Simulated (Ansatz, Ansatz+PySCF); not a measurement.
```xyz
3

O     0.0000    0.0000   -0.1197
H     0.0000    1.1313    0.7778
H     0.0000   -0.7542    0.4787
```

Basis set: cc-pVDZ (spherical functions). Frozen core: 1 orbital. Charge 0, multiplicity 1.

Computed with Ansatz (development build ahead of 0.2.0); each method stands on the lowest determinant of its kind that the runs found. Restricted open shells among the atoms or ions are ROHF, correlated in semicanonical orbitals with singles. Restricted functionals stand beside restricted open-shell atoms, which can lie above the unrestricted atoms usual in DFT and then raise those values.

**Question.** Give the atomization energy at this shape (free ground-state atoms in the same class of orbitals less the molecule, no zero-point energy) of singlet H2O by ωB97X (restricted), ωB97X (unrestricted), r²SCAN (restricted), r²SCAN (unrestricted), PBE (restricted), PBE (unrestricted), PBE0 (unrestricted), PBE0 (restricted), RHF-CCSD(T), UHF-CCSD(T), RHF-MP2, UHF-MP2, UHF, RHF.

**Answer.**

| method | atomization energy |
| --- | --- |
| ωB97X (restricted) | 686.3 kJ/mol |
| ωB97X (unrestricted) | 679.5 kJ/mol |
| r²SCAN (restricted) | 705.8 kJ/mol |
| r²SCAN (unrestricted) | 697.7 kJ/mol |
| PBE (restricted) | 733.0 kJ/mol |
| PBE (unrestricted) | 728.5 kJ/mol |
| PBE0 (unrestricted) | 674.6 kJ/mol |
| PBE0 (restricted) | 680.3 kJ/mol |
| RHF-CCSD(T) | 652.1 kJ/mol |
| UHF-CCSD(T) | 650.1 kJ/mol |
| RHF-MP2 | 646.1 kJ/mol |
| UHF-MP2 | 586.4 kJ/mol |
| UHF | 353.2 kJ/mol |
| RHF | 350.4 kJ/mol |

Caution for RHF-CCSD(T), UHF-CCSD(T), RHF-MP2, UHF-MP2: bonds are stretched, where a single reference can fail. Caution for UHF-CCSD(T), UHF-MP2: a plain start can end on a higher determinant. Caution for UHF-CCSD(T), UHF-MP2, UHF: the unrestricted determinant is spin contaminated. Caution for UHF-MP2: another reference gives a lower total.
